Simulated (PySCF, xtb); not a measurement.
C4H6OS, SMILES O=C1CC[C@@H]1S. The values are those of a single conformer.

Harmonic wavenumbers (cm⁻¹) from GFN2-xTB (xtb) at its own minimum, in rising order: 63, 140, 182, 289, 432, 527, 600, 715, 760, 837, 908, 986, 1002, 1025, 1046, 1072, 1132, 1156, 1193, 1208, 1241, 1418, 1473, 1858, 2425, 2980, 3003, 3015, 3028, 3032.

Task: What does PBE0-D3(BJ)/def2-SVP (PySCF) give at its own minimum? (An estimate is asked for; the answer gives what the named calculation found.)

Result: 93, 143, 210, 301, 416, 550, 597, 709, 760, 874, 913, 947, 999, 1051, 1065, 1092, 1184, 1207, 1221, 1240, 1280, 1410, 1465, 1950, 2705, 3088, 3096, 3108, 3160, 3181. Paired by order, the mean absolute difference is 48 cm⁻¹ and the zero-point energies are 55.4 and 57.2 kcal/mol.
